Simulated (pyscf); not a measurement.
PySCF, gas phase, ωB97X-D3(BJ)/def2-SVP geometries.

SMILES: N(C)([SiH2]O)[Si](N)(N)N
```xyz
20

C     -0.3715     0.3488    -3.0957
N     -0.7928     0.1206    -1.7170
Si    -2.4687     0.4038    -1.3228
O     -2.7887    -0.3078     0.1433
Si     0.2560    -0.6541    -0.5688
N      1.9360    -0.5453    -0.9505
N     -0.1128     0.1839     0.9377
N     -0.0735    -2.3417    -0.4567
H     -0.8018    -0.3888    -3.7988
H      0.7249     0.2864    -3.1738
H     -0.6664     1.3546    -3.4473
H     -2.7408     1.8772    -1.3111
H     -3.3636    -0.2140    -2.3447
H     -2.0470    -0.1474     0.7626
H      2.3434    -1.1574    -1.6487
H      2.4478     0.3258    -0.8709
H      0.2922    -0.2073     1.7853
H      0.0133     1.1943     0.9434
H     -1.0450    -2.6349    -0.4230
H      0.5138    -2.9425     0.1116
```
Charge 0, spin multiplicity 1.

Question: What is the homolytic dissociation enthalpy (298 K, ωB97M-D3(BJ)/def2-TZVP) of the N–Si bond of `[CH3][N]([SiH2][OH])[Si]([NH2])([NH2])[NH2]`, to H₃C–N•–Si(NH₂)(NH₂)–NH₂ + HO–SiH₂•?

Answer: N–Si to H₃C–N•–Si(NH₂)(NH₂)–NH₂ + HO–SiH₂•: 4.76 eV. The 7 functionals that were run give +4.28 (PBE) to +4.82 eV (ωB97X-D3(BJ)). Other isomers of H₃C–N•–Si(NH₂)(NH₂)–NH₂, HO–SiH₂• were not searched in full and may lie lower.
